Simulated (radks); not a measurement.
The numbers below are computed, except where a source is named.
Neutral krypton, configuration [Kr].

Code: a radial shooting solver on a logarithmic mesh with Libxc functionals. Model: scalar-relativistic Kohn-Sham, r2SCAN, spin-polarised, spherical densities, finite nucleus; meta-GGA in the generalised Kohn-Sham scheme; Fermi nuclear charge, rms radius 4.1884 fm.

Energy parts (eV):
part                       energy
total                  -75939.589
kinetic                 77678.638
electron-nucleus      -183160.624
Hartree                 32179.161
exchange-correlation    -2636.763

Orbitals (lengths in bohr, moments of r in powers of bohr):
| orbital | occ. | eigenvalue (eV) | <1/r> |
|---|---|---|---|
| 1s | 2 | -14194.39 | 36.76 |
| 2s | 2 | -1878.993 | 8.180 |
| 2p | 6 | -1659.109 | 7.984 |
| 3s | 2 | -270.4348 | 2.706 |
| 3p | 6 | -199.5845 | 2.548 |
| 3d | 10 | -82.8287 | 2.270 |
| 4s | 2 | -23.9459 | 0.8419 |
| 4p | 6 | -9.6510 | 0.6838 |

The highest occupied level is 4p at -9.651 eV. The electron density at the nucleus is 5.01e+04 e/bohr^3 (large components only). For comparison, the ionisation energy in NIST's Atomic Spectra Database is 14.000 eV (measured). In exact Kohn-Sham theory the highest level is minus the ionisation energy, but local and semilocal functionals leave it too shallow, through self-interaction and a potential that decays too fast; potentials with the right tail come closer. The density falls to 0.001 e/bohr^3 at r = 4.01 bohr.
